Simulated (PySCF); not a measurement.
HCl₃OTi, charge +1, doublet, at a GFN2-xTB geometry (such geometries of metal compounds can be far from the true shape) (the multiplicity is a formal guess). Base run: R2SCAN/def2-SVP in PySCF.

Input for PySCF:
```python
from pyscf import gto, scf, dft

mol = gto.M(
    atom='''
Ti   -0.37170548    0.19141448    0.01942456
Cl    1.31128522    1.37711207   -0.62638354
Cl    0.39885440   -0.64627425    1.85243291
Cl   -0.20801368   -1.50437676   -1.30454736
O    -1.83347324    0.94417045    0.09581351
H    -2.69083454    1.38567960    0.14061743
''',
    basis='def2-svp',
    charge=1,
    spin=1,
    verbose=4,
)

mf = dft.UKS(mol)
mf.xc = 'r2scan'
mf.kernel()
```

The base run was repeated with changes; each row names its change, and settings that it needs were set with it.

| change | ΔE vs base (mEh) | fitting functions | outcome |
|---|---|---|---|
| base | 0.000 | - | converged |
| auxbasis = def2-universal-jkfit | -0.066 | 743 | converged |
| auxbasis = cc-pvtz-jkfit | - | - | input refused |
| auxbasis = def2-svp-ri | -12536.3 | 391 | converged |
| auxbasis = cc-pvqz-jkfit | - | - | input refused |
| auxbasis = cc-pvtz-ri | - | - | input refused |
| auxbasis = cc-pvdz-jkfit | - | - | input refused |
| auxbasis = even-tempered beta=3.0 | -14.425 | 666 | converged |
| auxbasis = autoaux | -0.036 | 960 | converged |
| auxbasis = default (with mf = mf.density_fit()) | -0.291 | 302 | converged |

A fitting set is made for a task (jfit for Coulomb, jkfit for Coulomb and exchange, ri for correlation) and for a family of orbital bases.

Open shells are given as the SCF converged; they aren't shown to be the lowest states, and a large step between rows can be another state.

- auxbasis = cc-pvtz-jkfit: ended with `pyscf.lib.exceptions.BasisNotFoundError: Basis set not found for Ti in cc-pvtz-jkfit`
- auxbasis = cc-pvqz-jkfit: ended with `pyscf.lib.exceptions.BasisNotFoundError: Basis set not found for Ti in cc-pvqz-jkfit`
- auxbasis = cc-pvtz-ri: ended with `pyscf.lib.exceptions.BasisNotFoundError: Basis set not found for Ti in cc-pvtz-ri`
